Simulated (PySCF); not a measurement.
Isomers of C5H12BNO. Method: PBE0-D3(BJ)/def2-SVP geometry optimisation, gas phase (PySCF). One conformer each; no zero-point energy, no entropy. No frequencies were run at this level. Point groups hold within 0.08 Å.

Problem. Rank from lowest to highest electronic energy at this level (kJ/mol).
A. `[H]/[N:8]=[CH:7]/[C@@H:6]1[O+:2]([BH3-:1])[CH2:3][CH2:4][CH2:5]1` with C5–C6–C7–N8 21°, B1–O2–C3–C4 162°, O2–C3–C4–C5 -37°, C3–C4–C5–C6 37°, C4–C5–C6–C7 93°
B. `[BH3-:1][N+:2]#[C:3][CH2:4][O:5][CH:6]([CH3:7])[CH3:8]` with C3–C4–O5–C6 -86°, C4–O5–C6–C7 -165°

Solution. A (0.0), B (5.1).

As drawn, the lower has an N–H bond and a B–O bond, which the higher lacks; the higher has a B–N bond, which the lower lacks. Neighbours under 10 kJ/mol apart ([H]/N=C/[C@H]1CCC[O+]1[BH3-] and [BH3-][N+]#CCOC(C)C) can change places with a better method, another conformer or zero-point energy.

```csv
SMILES,E (Eh),E rel (kJ/mol),dipole (D),point group,"A, B, C (MHz)"
[H]/N=C/[C@H]1CCC[O+]1[BH3-],-351.87097,0.0,4.12,C1,"2830, 1869, 1317"
[BH3-][N+]#CCOC(C)C,-351.86904,5.1,6.91,C1,"4255, 975.8, 846.7"
```

Problem. How do the relative energies change in single points at PBE0/pcSseg-1 (no added dispersion term) on the same geometries?

Solution. 
```
                      SMILES  PBE0-D3(BJ)/def2-SVP (kJ/mol)  PBE0/pcSseg-1 (kJ/mol)  shift
[H]/N=C/[C@H]1CCC[O+]1[BH3-]                            0.0                     4.1   +4.1
         [BH3-][N+]#CCOC(C)C                            5.1                     0.0   -5.1
```

Each column counts from its own lowest isomer. [BH3-][N+]#CCOC(C)C becomes the lowest; the largest shift is 5.1 kJ/mol.
